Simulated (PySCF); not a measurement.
**Electron correlation in Hg (mercury, neutral)**

[Xe] 4f14 5d9 6s2 6p1, one real determinant (an excited configuration). All numbers are calculated (PySCF 2.14, the spin-free X2C one-electron Hamiltonian (Gaussian nucleus), in ANO-RCC-VTZP (8s7p5d3f1g, 84 functions)). Frozen: [Kr] 4d10 4f14; 20 electrons correlated.

MP2 pair energies summed by pair of shells (mhartree):

```
 pair   energy  share (%)
5d-5d  -239.23       40.6
5p-5d  -133.23       22.6
5d-6s   -89.03       15.1
5p-5p   -33.46        5.7
5s-5d   -18.90        3.2
5d-6p   -16.20        2.8
5s-5p   -15.14        2.6
6s-6s   -15.07        2.6
5p-6s   -12.96        2.2
6s-6p   -10.30        1.7
5s-5s    -2.25        0.4
5p-6p    -2.07        0.4
5s-6s    -0.77        0.1
5s-6p    -0.15        0.0
```

Total MP2 correlation energy: -588.76 mhartree.

Same-spin part -199.70 and opposite-spin part -389.06 mhartree; SCS-MP2 scales them by 1/3 and 6/5 to -533.44 mhartree.

The basis was made for the ground configuration and has no added diffuse functions, which can raise the energy of the promoted electron.

The reference is one real determinant that mixes LS terms of this configuration.
